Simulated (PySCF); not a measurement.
**Nonlinear optical response: SMILES C(=C/C([Se]C)=O)/C=C/[O-], [C₆H₇O₂Se]-, charge -1**

Geometry:
```json
{"atom": "C1", "x (Å)": "3.734", "y (Å)": "0.357", "z (Å)": "0.053"}
{"atom": "Se2", "x (Å)": "2.611", "y (Å)": "-1.099", "z (Å)": "-0.567"}
{"atom": "C3", "x (Å)": "0.779", "y (Å)": "-0.175", "z (Å)": "-0.103"}
{"atom": "O4", "x (Å)": "0.897", "y (Å)": "0.920", "z (Å)": "0.379"}
{"atom": "C5", "x (Å)": "-0.254", "y (Å)": "-1.022", "z (Å)": "-0.449"}
{"atom": "C6", "x (Å)": "-1.608", "y (Å)": "-0.727", "z (Å)": "-0.279"}
{"atom": "C7", "x (Å)": "-2.174", "y (Å)": "0.408", "z (Å)": "0.244"}
{"atom": "C8", "x (Å)": "-3.574", "y (Å)": "0.556", "z (Å)": "0.348"}
{"atom": "O9", "x (Å)": "-4.200", "y (Å)": "1.514", "z (Å)": "0.797"}
{"atom": "H10", "x (Å)": "3.039", "y (Å)": "1.111", "z (Å)": "0.424"}
{"atom": "H11", "x (Å)": "4.386", "y (Å)": "0.006", "z (Å)": "0.850"}
{"atom": "H12", "x (Å)": "4.322", "y (Å)": "0.749", "z (Å)": "-0.774"}
{"atom": "H13", "x (Å)": "0.024", "y (Å)": "-1.975", "z (Å)": "-0.881"}
{"atom": "H14", "x (Å)": "-2.295", "y (Å)": "-1.505", "z (Å)": "-0.607"}
{"atom": "H15", "x (Å)": "-1.546", "y (Å)": "1.216", "z (Å)": "0.589"}
{"atom": "H16", "x (Å)": "-4.149", "y (Å)": "-0.326", "z (Å)": "-0.035"}
```

Total charge -1.

Computed with PySCF 2.14.0, quadratic response PBE0/def2-SVPD first hyperpolarisability, Taylor convention, gas phase. Geometry: GFN2-xTB.

The calculation is non-relativistic, which matters for the atoms heavier than Zn. For a gas-phase anion, states above the detachment energy (about 1.7 eV, taken as minus the energy of the highest occupied orbital) lie in the continuum and depend on the basis.

(1) Give β for the processes computed.

(2) Which lowest excitations and polarisabilities go with it?

## Answers

(1) In au, Taylor convention; the vector part is βᵢ = ⅓ Σⱼ (βᵢⱼⱼ + βⱼᵢⱼ + βⱼⱼᵢ):
```tsv
process	λ (nm)	β vector norm	β HRS	depolarisation ratio
static β(0;0,0)	∞	696.7	380.7	2.76
second harmonic β(−2ω;ω,ω)	1064	1170.8	637.3	2.86
Pockels β(−ω;ω,0)	1064	790.9	–	–
second harmonic β(−2ω;ω,ω)	800	2713.0	1337.6	3.49
Pockels β(−ω;ω,0)	800	895.2	–	–
```

(2) S1 3.91 eV (f = 0.002); S2 3.92 eV (f = 0.771); S3 4.00 eV (f = 0.000); isotropic α 151.6 au static, 156.9 au at 1064 nm, 161.6 au at 800 nm, 179.7 au at 532 nm, 229.8 au at 400 nm.
